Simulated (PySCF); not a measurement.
# How methods differ on the excitation energy of Pt

Pt [Xe] 4f14 5d9 6s1 (3D) → Pt [Xe] 4f14 5d8 6s2 (3F), as a difference of total energies. Computed with PySCF 2.14 in ANO-RCC-VTZP (8s7p5d3f1g, 84 functions), with scalar relativity by spin-free X2C-1e. The calculations carry no spin-orbit coupling.

```json
{"method": "UHF", "excitation energy (cm⁻¹)": "2630.9", "error (cm⁻¹)": "-570"}
{"method": "B3LYP", "excitation energy (cm⁻¹)": "3890.7", "error (cm⁻¹)": "+690"}
{"method": "LC-wPBE", "excitation energy (cm⁻¹)": "5440.7", "error (cm⁻¹)": "+2240"}
{"method": "BHandHLYP", "excitation energy (cm⁻¹)": "3700.0", "error (cm⁻¹)": "+499"}
```

Reference: 3200.6 cm⁻¹ (measured; NIST levels, between the centres of gravity of the two terms).
